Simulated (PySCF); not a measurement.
A run for PySCF: D3(BJ) and D4 dispersion corrections on BH3O2 (SMILES OBO), a point of a torsion scan.

```python
from pyscf import gto
from pyscf.dispersion import dftd3, dftd4

mol = gto.M(
    atom='''
    O    -1.28109758   -0.26223831   -0.31152835
    B    -0.14375314    0.42434568   -0.58074434
    O    -0.16330375    1.76465562   -0.47649470
    H    -1.50119411   -0.57741176    0.55549320
    H     0.80714265   -0.14403574   -1.01622049
    H     0.60529156    2.24413732   -0.78014600
    ''',
    basis='def2-svp',
    charge=0, spin=0, verbose=0, max_memory=1800)
d3, d4 = {}, {}
for xc in ['hf', 'pbe', 'blyp', 'revpbe', 'tpss', 'r2scan', 'b3lyp', 'pbe0', 'bhlyp', 'camb3lyp', 'b2plyp']:
    d3[xc] = float(dftd3.DFTD3Dispersion(mol, xc=xc, version='d3bj', atm=False).get_dispersion()['energy'])
    print(f'D3(BJ) {xc:10s} {d3[xc]:14.8f} Eh')
for xc in ['hf', 'pbe', 'blyp', 'revpbe', 'tpss', 'r2scan', 'b3lyp', 'pbe0', 'bhlyp', 'camb3lyp', 'b2plyp']:
    d4[xc] = float(dftd4.DFTD4Dispersion(mol, xc={'camb3lyp': 'cam-b3lyp'}.get(xc, xc), atm=True).get_dispersion()['energy'])
    print(f'D4     {xc:10s} {d4[xc]:14.8f} Eh')
```

Output:

```
D3(BJ) hf            -0.02088403 Eh
D3(BJ) pbe           -0.00216671 Eh
D3(BJ) blyp          -0.00454091 Eh
D3(BJ) revpbe        -0.00585228 Eh
D3(BJ) tpss          -0.00265091 Eh
D3(BJ) r2scan        -0.00055238 Eh
D3(BJ) b3lyp         -0.00367269 Eh
D3(BJ) pbe0          -0.00178310 Eh
D3(BJ) bhlyp         -0.00277727 Eh
D3(BJ) camb3lyp      -0.00149879 Eh
D3(BJ) b2plyp        -0.00161605 Eh
D4     hf            -0.00851517 Eh
D4     pbe           -0.00200288 Eh
D4     blyp          -0.00466867 Eh
D4     revpbe        -0.00767283 Eh
D4     tpss          -0.00272539 Eh
D4     r2scan        -0.00046924 Eh
D4     b3lyp         -0.00322608 Eh
D4     pbe0          -0.00163811 Eh
D4     bhlyp         -0.00215214 Eh
D4     camb3lyp      -0.00161066 Eh
D4     b2plyp        -0.00137985 Eh
```

The run finished.

Cost: very roughly 0.020 core-seconds.
